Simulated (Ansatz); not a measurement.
A structure relaxed at PBE0-D4/def2-TZVP, charge 0, multiplicity 1:

```
atom    x (Å)    y (Å)    z (Å)
  O1   1.9066   1.8937   0.3017
 Si2   0.6792   0.9118   0.7393
  F3  -0.7170   1.6974   0.5573
  C4   0.6615  -0.5335  -0.4088
 Si5  -0.9964  -1.3527  -0.6038
  O6  -2.1203  -0.3159  -1.1690
 Cl7  -1.5231  -2.0769   1.2569
  H8   2.1331   2.6313   0.8698
  H9   0.7514   0.5645   2.1750
 H10   1.3912  -1.2716  -0.0589
 H11   0.9899  -0.1880  -1.3964
 H12  -0.9822  -2.4981  -1.5330
 H13  -2.1739   0.5381  -0.7300
```

Problem. Give its formula and SMILES.

Solution. CH6ClFO2Si2, `O[Si@H](Cl)C[Si@@H](O)F`.

Problem. Point group (tolerance 0.08 Å, 0.16 Å for H)?

Solution. C1.

Problem. Summarise the bond lengths by kind.

Solution. 2 × O–Si 1.630 to 1.632 Å; 2 × H–O 0.958 to 0.962 Å; 1 × F–Si 1.612 Å; 2 × C–Si 1.846 to 1.860 Å; 2 × H–Si 1.475 to 1.479 Å; 2 × C–H 1.095 to 1.097 Å; 1 × Cl–Si 2.065 Å.

Computed with Ansatz.
